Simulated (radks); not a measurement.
Spherical quantum dot in the effective-mass picture: electrons in a parabolic well V = omega^2 r^2 / 2 with omega = 0.191, with a point charge +1 (a donor) at the centre, all in effective atomic units (hartree* = m*/eps^2 hartree, bohr* = eps/m* bohr), one dielectric constant everywhere. Calculated with a radial shooting solver with Libxc functionals: non-relativistic Kohn-Sham, exchange-only LDA, spin-polarised, spherical densities. Levels are named by radial order and angular momentum (1s, 1p, 1d, 2s, ...), and open shells are averaged over m. Results are scaled to m* = 0.025 and eps = 6.5, for which hartree* = 16.1 meV and bohr* = 13.76 nm.

N = 6, configuration 1s2 1p(up 3, down 0) 2s(up 1, down 0). This is the lowest configuration that the search found. Occupied and some empty levels:

level,occupation,eigenvalue (meV),<r> (nm)
1s up,1,19.558,33.64
1s down,1,20.803,30.69
1p up,3,22.325,59.02
2s up,1,23.193,55.04
1p down,0,24.023,58.39
1d up,0,24.323,67.50
2s down,0,24.770,58.79
1d down,0,26.052,68.80
1f up,0,26.520,74.23
2p up,0,27.163,66.21
1f down,0,28.163,76.52
2p down,0,28.380,67.86
1g up,0,28.888,80.25
1g down,0,30.390,83.03

Energy (meV): total 62.8168, kinetic 20.832, external -14.380, Hartree 73.386, exchange-correlation -17.021.

Electron density:

r (nm),n(r) (e/nm^3)
2.19,0.0001160
7.69,0.00005409
13.2,0.00002688
18.7,0.00001440
24.2,8.478e-06
29.7,5.600e-06
35.2,4.203e-06
40.7,3.504e-06
46.2,3.087e-06
51.7,2.732e-06
57.2,2.341e-06
62.7,1.900e-06
68.2,1.443e-06
73.7,1.019e-06
79.2,6.675e-07
84.7,4.053e-07
90.2,2.278e-07
95.7,1.187e-07
101,5.739e-08
107,2.579e-08
